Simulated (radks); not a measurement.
Coulomb parameter of the 4f shell of the terbium ion Tb+ in the model configuration [Xe] 4f8 5d1 6s1, as a second difference U = [E(n + 0.25) + E(n - 0.25) - 2 E(n)] / (0.25)^2 with all orbitals relaxed. "Bare": the charge of the atom changes with n. "Screened": the 5d shell takes up the change at fixed total charge, which measures U(4f,4f) + U(5d,5d) - 2 U(4f,5d). All-electron calculation, scalar-relativistic Kohn-Sham, r2SCAN, spin-unpolarised, spherical densities, finite nucleus; meta-GGA in the generalised Kohn-Sham scheme; Fermi nuclear charge, rms radius 5.06 fm. Program: a radial shooting solver on a logarithmic mesh with Libxc functionals.

case                     configuration  E - E(n) (eV)
start                 [Xe] 4f8 5d1 6s1          0.000
bare +0.25         [Xe] 4f8.25 5d1 6s1         -3.350
bare -0.25         [Xe] 4f7.75 5d1 6s1          4.329
screened +0.25  [Xe] 4f8.25 5d0.75 6s1         -1.628
screened -0.25  [Xe] 4f7.75 5d1.25 6s1          1.945

U(bare) = 15.661 eV, U(screened by 5d) = 5.072 eV, against the Slater integral F0(4f,4f) = 30.395 eV with frozen orbitals.
